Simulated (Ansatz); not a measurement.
Abridged output of a molecular run in Ansatz:

```
Functional definition: HF
1400 factors; integrals over basis functions are off by at most 8.6e-4 eV
mean field evaluation 1: about -142980.6926 eV, gradient 2.2e1 eV
mean field evaluation 2: about -142980.8907 eV, gradient 2.2e1 eV
mean field evaluation 4: about -142982.5286 eV, gradient 2.9e0 eV
mean field evaluation 8: about -142982.5679 eV, gradient 1.7e-1 eV
mean field -142982.56808569 eV, -5254.5124600835 hartree, gradient 4.8e-6 eV, S^2 0.000000; 0 other end points of the search recorded, 0 dependent functions left out
24 core orbitals not correlated: weight in the atoms' cores, before any rotation towards them, 1.000 or more for the frozen orbitals, at most 0.000 for the correlated occupied ones
reference -142982.56808569 eV, -5254.5124600835 hartree; 22, 22 occupied and 179, 179 virtual orbitals, 1400 factors
second order -21.73022164 eV of doubles, -0.00000000 eV of singles
cycle   1  -21.94342305 eV  change   -2.1e-1 eV  update   9.3e-2
cycle   2  -22.49743411 eV  change   -5.5e-1 eV  update   2.6e-2
cycle   3  -22.56154313 eV  change   -6.4e-2 eV  update   1.2e-2
cycle   4  -22.54738886 eV  change    1.4e-2 eV  update   3.3e-3
cycle   5  -22.54856661 eV  change   -1.2e-3 eV  update   1.6e-3
cycle   6  -22.54858503 eV  change   -1.8e-5 eV  update   4.8e-4
cycle   7  -22.54830688 eV  change    2.8e-4 eV  update   1.8e-4
cycle   8  -22.54838020 eV  change   -7.3e-5 eV  update   6.3e-5
cycle   9  -22.54839740 eV  change   -1.7e-5 eV  update   2.2e-5
perturbative correction -0.84785475 eV, -0.0311580873 hartree
Total energy: -143005.96433784 eV, -5255.3722564916 hartree
```

Its atoms:

Z-matrix (Å, degrees):
```
C
Se 1 1.963
H 1 1.087 2 110.6
H 1 1.088 2 107.8 3 120.5
H 1 1.088 2 107.7 3 -120.5
Al 2 2.292 1 101.6 3 -0.7
Br 6 2.261 2 119.5 1 0.1
H 6 1.572 2 120.7 1 -180.0
```

Question: Which basis set was used?
A. def2-TZVPP
B. cc-pV(Q+d)Z
C. def2-QZVPP
D. def2-SVPD

Answer: A. It gives 225 functions.

Question: Write the keys of the input that set method, charge and spin (a neutral closed shell needs none for the last two).

Answer: 
```yaml
correlation: {method: ccsd_t}
```
